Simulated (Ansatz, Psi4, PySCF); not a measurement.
Species: Si2N2H8 (charge 0, singlet). SMILES: N[SiH2][SiH2]N
Geometry from a B3LYP-D3(BJ)/def2-TZVP (Ansatz, a program for electronic structure) optimisation:
```
Si
N 1 1.7332
H 2 1.0087 1 120.69
H 2 1.0090 3 110.94 1 144.78
H 1 1.4848 2 107.68 3 -55.61
H 1 1.4924 5 105.84 2 -124.19
Si 1 2.3536 5 112.54 6 -120.97
N 7 1.7332 1 104.67 5 -108.68
H 8 1.0087 7 120.69 1 -175.57
H 8 1.0090 9 110.94 7 144.78
H 7 1.4848 8 107.68 9 -55.61
H 7 1.4924 11 105.84 8 -124.19
```
Charge 0, spin multiplicity 1.

Quantity: vertical triplet-singlet gap, E(triplet) - E(singlet), in eV. Set-up: spin-orbit terms left out; 6-311+G** with 5d, 6d on Na to Ar in Ansatz; non-relativistic; UHF or UKS for open shells; each state is the SCF solution reached for its charge and spin; six Cartesian d functions in 6-31G* and its kin unless marked 5d; no dispersion term unless named. Ab initio and DFT rows: single points at B3LYP-D3(BJ) geometries (Ansatz). Levels can end on unlike triplets.

| level | program | vertical triplet-singlet gap, E(triplet) - E(singlet) (eV) |
|---|---|---|
| HF/6-31G* | Ansatz | 5.79 |
| HF/6-311+G** | Ansatz | 5.11 |
| PBE/6-31G* | Ansatz | 4.76 |
| B3LYP/STO-3G | Ansatz | 8.47 |
| B3LYP/3-21G | Ansatz | 5.55 |
| B3LYP/6-31G* | Ansatz | 5.35 |
| B3LYP/6-311+G** | Ansatz | 5.07 |
| M06-2X/6-31G* (5d) | PySCF | 5.82 |
| wB97X-D/6-31G* | Psi4 | 5.86 |
| PBE0/def2-TZVPD | Ansatz | 5.09 |
| wB97M-V/def2-TZVPD | Ansatz | 5.57 |
| wB97X-V/def2-TZVPD | Ansatz | 5.72 |

No value to compare with is used here. The 9 habitual levels span 4.76 (PBE/6-31G*) to 8.47 eV (B3LYP/STO-3G); wB97M-V/def2-TZVPD gives 5.57.

The levels are drawn from those run, B3LYP/6-31G* more often than the rest, none by its result; left out are runs that failed, that the program found above a lower state of the same kind, or whose <S^2> lies over 0.5 above the pure value.
